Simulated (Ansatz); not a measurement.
Consider the redistribution: `[OH][Ge][O][SiH3]` + `[SiH3]O[SiH3]` → `[OH][GeH]` + `[SiH3]O[SiH2]O[SiH3]`.

Computed with Ansatz on PBE0-D4/def2-TZVP structures; ΔE is electronic, products minus reactants. CCSD(T)/CBS adds triple-zeta CCSD(T) − MP2 to the extrapolated MP2 energy (def2 sets, frozen cores). DFT in def2-TZVPP. For Ge outer-core shells are correlated without core-valence functions, which leaves a few kJ/mol of doubt a bond. Scalar relativity is left out up to krypton. Each species was taken in one conformer, which may not be the lowest.

```
           level  ΔE (kcal/mol)  difference from CCSD(T)/CBS
       revPBE-D4            0.9                          1.7
      r2SCAN0-D4           -1.2                         -0.4
         ωB97M-V           -0.6                          0.2
          B2PLYP            0.3                          1.1
         r2SCAN0           -0.9                         -0.1
   CCSD/def2-SVP            0.9                          1.7
CCSD(T)/def2-SVP            1.4                          2.2
  MP2/def2-TZVPP            0.5                          1.3
  MP2/def2-QZVPP            0.3                          1.1
  CCSD/CBS(def2)           -1.5                         -0.7
     CCSD(T)/CBS           -0.8                            0
```

Q: What do rigid-rotor, harmonic-oscillator terms from PBE0-D4/def2-TZVP frequencies (298.15 K, 1 bar) make of the CCSD(T)/CBS value? (Estimate.)

A: Computed: ΔZPE = +0.1 kcal/mol, ΔH = -0.8 kcal/mol, ΔS = -4 J/(mol·K), ΔG = -0.5 kcal/mol. Modes under 50 cm⁻¹ make the entropy rough.

Largest T1 diagnostic among the species: 0.016.

The D4 term adds −0.8 kcal/mol with B3LYP and −0.5 kcal/mol with PBE0; it sums over pairs of atoms, weighted by their polarisabilities, and B3LYP, whose exchange is more repulsive, gets the larger term. From r2SCAN to r2SCAN0 (25 % exact exchange), in def2-TZVPP and without D4, ΔE moves by −1.1 kcal/mol. In def2-TZVPP, CCSD(T) changes the Hartree–Fock value by +2.3 kcal/mol (the triples alone add +0.7 kcal/mol) and MP2 by +3.5 kcal/mol.

B3LYP here is the variant with VWN-RPA as its local correlation; programs differ in this.
